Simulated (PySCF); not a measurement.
C$_{4}$H$_{9}$O$_{2}$ (SMILES [CH2]OCC(C)O), doublet, geometry from GFN2-xTB; B3LYP5/6-31G* (PySCF).

The PySCF input:
```python
from pyscf import gto, scf, dft

mol = gto.M(
    atom='''
C     2.444296   -1.025036   -0.300936
O     1.317205   -0.308743   -0.565840
C     0.463977   -0.082881    0.527388
C    -0.783686    0.657460    0.038948
C    -1.611087   -0.220084   -0.896231
O    -1.502908    1.029738    1.196426
H     2.490448   -1.629604    0.586972
H     3.008382   -1.275131   -1.176737
H     0.963180    0.529740    1.290565
H     0.168396   -1.032690    0.994369
H    -0.452329    1.556790   -0.505233
H    -1.989422   -1.084743   -0.354887
H    -2.453229    0.337928   -1.301646
H    -0.986440   -0.559316   -1.717278
H    -2.344360    1.412315    0.924168
''',
    basis='6-31g*',
    charge=0,
    spin=1,
    verbose=4,
)

mf = dft.UKS(mol)
mf.xc = 'b3lyp5'
mf.grids.atom_grid = (99, 590)
mf.grids.prune = None
mf.kernel()
```

What the program printed (banner, timings and long lists left out):

```
PySCF version 2.14.0

[INPUT] verbose = 4
[INPUT] num. atoms = 15
[INPUT] num. electrons = 49
[INPUT] charge = 0
[INPUT] spin (= nelec alpha-beta = 2S) = 1
[INPUT] symmetry False subgroup None
[INPUT] Mole.unit = angstrom
[INPUT] Symbol           X                Y                Z      unit          X                Y                Z       unit  Magmom
[INPUT]  1 C      2.444296000000  -1.025036000000  -0.300936000000 AA    4.619050007370  -1.937037307820  -0.568686621022 Bohr   0.0
[INPUT]  2 O      1.317205000000  -0.308743000000  -0.565840000000 AA    2.489156699908  -0.583439712877  -1.069282630324 Bohr   0.0
[INPUT]  3 C      0.463977000000  -0.082881000000   0.527388000000 AA    0.876789458097  -0.156622390930   0.996618881382 Bohr   0.0
[INPUT]  4 C     -0.783686000000   0.657460000000   0.038948000000 AA   -1.480951907656   1.242419337857   0.073601053100 Bohr   0.0
[INPUT]  5 C     -1.611087000000  -0.220084000000  -0.896231000000 AA   -3.044513192847  -0.415898484399  -1.693631134345 Bohr   0.0
[INPUT]  6 O     -1.502908000000   1.029738000000   1.196426000000 AA   -2.840084510418   1.945922800057   2.260917468309 Bohr   0.0
[INPUT]  7 H      2.490448000000  -1.629604000000   0.586972000000 AA    4.706264647471  -3.079505251496   1.109216322788 Bohr   0.0
[INPUT]  8 H      3.008382000000  -1.275131000000  -1.176737000000 AA    5.685018058071  -2.409648362943  -2.223710650642 Bohr   0.0
[INPUT]  9 H      0.963180000000   0.529740000000   1.290565000000 AA    1.820146408659   1.001063517227   2.438814395949 Bohr   0.0
[INPUT] 10 H      0.168396000000  -1.032690000000   0.994369000000 AA    0.318222320472  -1.951501271577   1.879085076758 Bohr   0.0
[INPUT] 11 H     -0.452329000000   1.556790000000  -0.505233000000 AA   -0.854777928198   2.941906733462  -0.954751999092 Bohr   0.0
[INPUT] 12 H     -1.989422000000  -1.084743000000  -0.354887000000 AA   -3.759462726184  -2.049867185539  -0.670639235169 Bohr   0.0
[INPUT] 13 H     -2.453229000000   0.337928000000  -1.301646000000 AA   -4.635930930841   0.638591369822  -2.459754451136 Bohr   0.0
[INPUT] 14 H     -0.986440000000  -0.559316000000  -1.717278000000 AA   -1.864101438316  -1.056954057087  -3.245185099741 Bohr   0.0
[INPUT] 15 H     -2.344360000000   1.412315000000   0.924168000000 AA   -4.430198337385   2.668888551615   1.746424413087 Bohr   0.0

nuclear repulsion = 250.995076021237
number of shells = 54
number of NR pGTOs = 198
number of NR cGTOs = 102
basis = 6-31g*
ecp = {}

******** <class 'pyscf.dft.uks.UKS'> ********
method = UKS
initial guess = minao
damping factor = 0
level_shift factor = 0
DIIS = <class 'pyscf.scf.diis.CDIIS'>
diis_start_cycle = 1
diis_space = 8
diis_damp = 0
SCF conv_tol = 1e-09
SCF conv_tol_grad = None
SCF max_cycles = 50
direct_scf = True
direct_scf_tol = 1e-13
number electrons alpha = 25  beta = 24
XC library pyscf.dft.libxc version 7.1.2
    S. Lehtola, C. Steigemann, M. J. T. Oliveira, and M. A. L. Marques,  SoftwareX 7, 1–5 (2018)
XC functionals = b3lyp5
    P. A. M. Dirac,  Math. Proc. Cambridge Philos. Soc. 26, 376 (1930)
    F. Bloch,  Z. Phys. 57, 545 (1929)
    A. D. Becke,  Phys. Rev. A 38, 3098 (1988)
    C. Lee, W. Yang, and R. G. Parr,  Phys. Rev. B 37, 785 (1988)
    B. Miehlich, A. Savin, H. Stoll, and H. Preuss,  Chem. Phys. Lett. 157, 200 (1989)
    S. H. Vosko, L. Wilk, and M. Nusair,  Can. J. Phys. 58, 1200 (1980)
radial grids:
    Treutler-Ahlrichs [JCP 102, 346 (1995); DOI:10.1063/1.469408] (M4) radial grids

becke partition: Becke, JCP 88, 2547 (1988); DOI:10.1063/1.454033
pruning grids: None
grids dens level: 3
symmetrized grids: False
atomic radii adjust function: <function treutler_atomic_radii_adjust>
User specified grid scheme (99, 590)
small_rho_cutoff = 0
Set gradient conv threshold to 3.16228e-05
tot grids = 876152
init E= -308.538878779944

cycle= 1 E= -307.892840064451  delta_E= 0.646  |g|= 0.557  |ddm|= 2.42
cycle= 2 E= -307.767209271722  delta_E= 0.126  |g|= 0.807  |ddm|= 1.17
cycle= 3 E= -308.012509005397  delta_E= -0.245  |g|= 0.0829  |ddm|= 0.746
cycle= 4 E= -308.014997863078  delta_E= -0.00249  |g|= 0.0322  |ddm|= 0.0799
cycle= 5 E= -308.015404371009  delta_E= -0.000407  |g|= 0.0115  |ddm|= 0.031
cycle= 6 E= -308.015452222351  delta_E= -4.79e-05  |g|= 0.00353  |ddm|= 0.0122
cycle= 7 E= -308.015458746399  delta_E= -6.52e-06  |g|= 0.000918  |ddm|= 0.00381
cycle= 8 E= -308.015459309344  delta_E= -5.63e-07  |g|= 0.000401  |ddm|= 0.00144
cycle= 9 E= -308.015459415729  delta_E= -1.06e-07  |g|= 0.000101  |ddm|= 0.000601
cycle= 10 E= -308.015459422046  delta_E= -6.32e-09  |g|= 2.77e-05  |ddm|= 0.000141
cycle= 11 E= -308.015459422541  delta_E= -4.95e-10  |g|= 1.22e-05  |ddm|= 4.65e-05
Extra cycle  E= -308.01545942252  delta_E= 2.13e-11  |g|= 1.55e-05  |ddm|= 2.23e-05
converged SCF energy = -308.01545942252  <S^2> = 0.75311006  2S+1 = 2.0031076
```
